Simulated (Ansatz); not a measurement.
Reaction (redistribution): `O[B-]1(O)OC=CC=[O+]1` + `C[O][Ga]([Cl])[Cl]` → `COB(O)O` + `[Cl][Ga-]1([Cl])[O]C=CC=[O+]1`

Program: Ansatz. Geometries: PBE0-D4/def2-TZVP. ΔE: electronic, gas phase. CCSD(T)/CBS is the MP2 limit (def2-TZVPP, def2-QZVPP) plus CCSD(T) − MP2 in def2-TZVPP, frozen cores. DFT in def2-TZVPP. B3LYP here is the variant with VWN-RPA as its local correlation; programs differ in this. For Ga outer-core shells are correlated without core-valence functions, which leaves a few kJ/mol of doubt a bond. Scalar relativity is left out up to krypton. One conformer a species, not always the lowest.

Task: Is it downhill or uphill in electronic energy at CCSD(T)/CBS, and by how much? (An estimate is asked.)

Result: Ansatz gave: Downhill: ΔE = -151.0 kJ/mol.

Task: What do these levels give: PBE-D4, r2SCAN-D4, PBE0-D4, ωB97X-V, PBE, r2SCAN, PBE0, B3LYP, HF/def2-TZVPP, CCSD(T)/def2-TZVPP, HF/def2-QZVPP, MP2/def2-QZVPP? (An estimate is asked.)

Result: Ansatz gave: PBE-D4 -136.7, r2SCAN-D4 -148.6, PBE0-D4 -147.9, ωB97X-V -150.4, PBE -134.3, r2SCAN -147.9, PBE0 -145.6, B3LYP -150.5, HF/def2-TZVPP -185.1, CCSD(T)/def2-TZVPP -152.4, HF/def2-QZVPP -184.7, MP2/def2-QZVPP -148.8 kJ/mol.

Largest T1 diagnostic among the species: 0.017.

From PBE to PBE0 (25 % exact exchange), in def2-TZVPP and without D4, ΔE moves by −11.3 kJ/mol. The D4 term adds −4.0 kJ/mol with B3LYP and −2.3 kJ/mol with PBE0; it sums over pairs of atoms, weighted by their polarisabilities, and B3LYP, whose exchange is more repulsive, gets the larger term.
